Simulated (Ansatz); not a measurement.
Mg2Se2⁻, relaxed as a doublet with UKS r2SCAN-D4/def2-SVPD in Ansatz, starting from the GFN1-xTB geometry. Force threshold 0.02 eV/Å.

The relaxation made no stability test and no search for a lower SCF solution. Another isomer (doublet) lies 2.14 eV lower at PBE0-D4/def2-TZVPD; other spin states weren't run for this one.

Start:

```
atom   x (Å)   y (Å)   z (Å)
 Mg1  -2.791  -0.702  -0.112
 Mg2   2.791   0.703   0.120
 Se3   0.097  -0.201  -1.131
 Se4  -0.097   0.200   1.123
```

```tsv
step	energy (eV)	largest force component (eV/Å)	SCF passes
1	-141569.4882	1.695	61
2	-141570.0719	0.774	33
3	-141570.1562	0.688	23
4	-141570.3761	0.141	23
5	-141570.3823	0.066	23
6	-141570.3837	0.004	25
7	-141570.3839	0.005	24
8	-141570.3844	0.011	25
9	-141570.3868	0.035	25
10	-141570.3889	0.023	25
11	-141570.4087	0.129	29
12	-141570.4199	0.102	25
13	-141570.4432	0.095	29
14	-141570.4463	0.149	34
15	-141570.4507	0.008	26
```

Force components are those of the run's own axes.

End:

```
atom   x (Å)   y (Å)   z (Å)
 Mg1  -1.892  -1.067   0.025
 Mg2   2.163  -0.046   0.193
 Se3  -0.033   0.345  -1.314
 Se4  -0.238   0.767   1.096
```

By distances, no bond broke or formed. The bond that changes most is Mg2–Se3, from 3.10 to 2.69 Å (atoms count from 1).

The force fell under the threshold at step 6, but the optimiser went on and released 0.067 eV more. No frequencies were taken in this run, so the end may be a saddle point.

It took 61 s on 4 threads of Arm Neoverse V1 on a shared host.
